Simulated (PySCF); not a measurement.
A run for PySCF: R-MP2/6-31G* on HF (SMILES F) with ghost functions, monomers drawn apart or pushed together.

```python
from pyscf import gto, scf, dft, mp
from pyscf.data.elements import chemcore

mol = gto.M(
    atom='''
    F     0.00302018    0.30119432    3.61064861
    H     0.01326086    0.26494242    2.64918407
    ghost-N    0.03820228    0.17655272    0.30490449
    ghost-H   -0.23874454   -0.74046460   -0.02745915
    ghost-H   -0.60024194    0.85723204   -0.09151782
    ghost-H    0.96518207    0.37179989   -0.05658345
    ''',
    basis='6-31g*',
    cart=True,
    charge=0, spin=0, verbose=3, max_memory=1800)
mf = scf.RHF(mol)
mf.conv_tol = 1e-8
mf.max_cycle = 100
mf.kernel()
if not mf.converged:
    mf = mf.newton().run(mf.mo_coeff, mf.mo_occ)
pt = mp.MP2(mf, frozen=chemcore(mol)).run()
```

The log:

```
converged SCF energy = -100.000170147005
E(RMP2) = -100.181641049147  E_corr = -0.181470902142204
E(SCS-RMP2) = -100.175532033628  E_corr = -0.175361886623336
```

The calculation finished and met its thresholds.

Cost: about 0.22 core-seconds (a rough figure).
